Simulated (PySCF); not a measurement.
C5H7F3O.
Cartesian coordinates in Å at the GFN2-xTB level; atoms count from 1:
```
atom  x, y, z in Å
C1    -1.5034   -0.8169   -0.2619
C2    -1.0004    0.4206    0.4411
C3    -0.6329    1.6211   -0.3848
F4    -0.7437    1.5300   -1.7305
C5     0.4495    0.8388    0.3025
O6     1.3154    0.0920   -0.5123
C7     1.8783   -0.9690    0.1053
F8     2.8167   -0.5737    1.0114
F9     2.5222   -1.6989   -0.8089
H10   -2.5477   -0.6849   -0.5379
H11   -0.9294   -0.9943   -1.1682
H12   -1.4268   -1.6863    0.3884
H13   -1.4653    0.6217    1.3986
H14   -0.8571    2.6293   -0.0569
H15    0.9469    1.3011    1.1509
H16    1.1700   -1.6216    0.6518
```

NICS is the negative of the GIAO shielding at a point without a nucleus: at the ring centre (0) and 1 Å above and below it (1); zz is the component along the ring normal. Level: GIAO PBE0/pcSseg-1 (PySCF, non-relativistic, gas phase) on the GFN2-xTB geometry, one conformer.

Ring bond lengths (Å), with Mayer bond orders in brackets: C2–C3 1.503 (0.91), C3–C5 1.502 (0.92), C5–C2 1.515 (0.89).

What do the NICS probes read (ppm)?

```json
{"ring": "C2–C3–C5", "type": "3-membered carbocycle; formal bonds all single", "NICS(0)": "-33.6", "NICS(1), two faces": "-5.0 / -10.0", "NICS(1)zz, two faces": "-8.4 / -24.0", "rms pucker (Å)": "0.00", "centre to ring atoms, mean (Å)": "0.87"}
```

What can be read from them?

- C2–C3–C5: mean NICS(1)zz -16.2 ppm, shielded. C2, C3, C5 have four or more neighbours, and the NICS criterion for π rings isn't applied. A hydrogen on C2, outside the ring, lies only 1.43 Å from a NICS(1) probe, which then mostly feels that atom. The two faces differ by 15.6 ppm, so no symmetry operation interchanges them. NICS(0) lies 26 ppm below the mean NICS(1).

What field does 7.05 T along the ring normal induce along that normal at the first NICS(1) probe listed for ring C2–C3–C5, 1 Å off the ring?

NICSzz × B0 = -8.4 ppm × 7.05 T = -59 μT, against the applied field.

How shielded are the nuclei of the rings and their hydrogens (means over atoms taken as equivalent)?

```tsv
atoms	environment	σ isotropic (ppm)
C2	three-membered-ring carbon	168.8
C3	sp3 C–F carbon	113.5
C5	sp3 carbon bound to oxygen	132.4
H13	methine hydrogen	30.83
H14	methine hydrogen	27.20
H15	methine hydrogen	28.31
```

Hardware: one thread, Arm Neoverse N1 (aarch64), no GPU, on a shared host. Cost: 56 s of wall time (grids of density and orbitals included), 0.92 GiB resident at most. This is the whole shielding run at PBE0/pcSseg-1, SCF included.
